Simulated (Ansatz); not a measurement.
Basis-set series for C2H6InO2 (`C[O][In][O]C`) radical. Charge 0, multiplicity 2. In: def2 effective core potential. Geometry: relaxed with PBE0-D4/def2-TZVP. It is one conformer, not always the lowest.

```
functional       basis  functions  energy (Eh)  HOMO (eV)  LUMO (eV)
   PBE0-D4    def2-SVP        112   -419.94254      -6.40      -3.62
   PBE0-D4  def2-TZVPP        258   -420.22512      -6.49      -3.71
   ωB97M-V    def2-SVP        112   -420.03948      -8.52      -1.99
   ωB97M-V  def2-TZVPP        258   -420.33214      -8.62      -2.11
```

**Question.** Give the rows for def2-QZVPP. (An estimate is asked.)

**Answer.** Ansatz gave: 
```json
{"functional": "PBE0-D4", "basis": "def2-QZVPP", "functions": "490", "energy (Eh)": "-420.24047", "HOMO (eV)": "-6.52", "LUMO (eV)": "-3.74"}
{"functional": "ωB97M-V", "basis": "def2-QZVPP", "functions": "490", "energy (Eh)": "-420.34710", "HOMO (eV)": "-8.65", "LUMO (eV)": "-2.17"}
```

HOMO and LUMO are taken over both spins.
